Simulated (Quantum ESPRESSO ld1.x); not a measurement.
Problem. These are the eigenvalues of the occupied orbitals of an atom or ion with whole-number occupations (hartree). All-electron calculation, scalar-relativistic Kohn-Sham, LDA (Slater exchange, Perdew-Zunger correlation), spin-polarised, spherical densities, point nucleus. Program: ld1.x of Quantum ESPRESSO 7.5.

1s: -1879.68
2s: -392.723
2p: -361.736
3s: -150.132
3p: -140.660

Which element is it, and in what charge state? The configuration may be excited. Open shells, if any, are filled with parallel spins first.

Solution. Z = 63, europium, charge +45: Eu45+ in [Ar]. The list shows which subshells hold electrons but not how many an open one holds; the 1s level, -1879.7 hartree, gives Z - s = 61.3 by -(Z - s)^2/2, which with screening and relativity narrows Z to a few neighbours, and the depths of the outer levels then fix element, charge and occupations together.
